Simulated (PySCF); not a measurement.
PySCF input:

```python
from pyscf import gto, scf, dft

mol = gto.M(
    atom='''
    Pb    0.00750872   -0.00447387    0.14975575
    F     0.92279409    1.61388422   -0.68259941
    F    -0.99120685   -1.57312230   -0.68184189
    ''',
    basis='def2-tzvpd',
    ecp='def2-tzvp',
    charge=1,
    spin=1,
    verbose=4,
)

mf = dft.UKS(mol, xc='m06l').density_fit(auxbasis='def2-universal-jkfit')
mf.grids.level = 4
mf.conv_tol = 1e-9
mf.max_cycle = 100
mf.max_memory = 1500
mf.kernel()
if not mf.converged:
    mf = mf.newton()
    mf.kernel(mf.make_rdm1())
for _ in range(2):
    mo, _, stable, _ = mf.stability(return_status=True)
    if stable:
        break
    mf.kernel(mf.make_rdm1(mo, mf.mo_occ))
mf.analyze()
```

Problem. What final total energy does it print?

Solution. -392.42497 Eh (M06-L/def2-TZVPD).
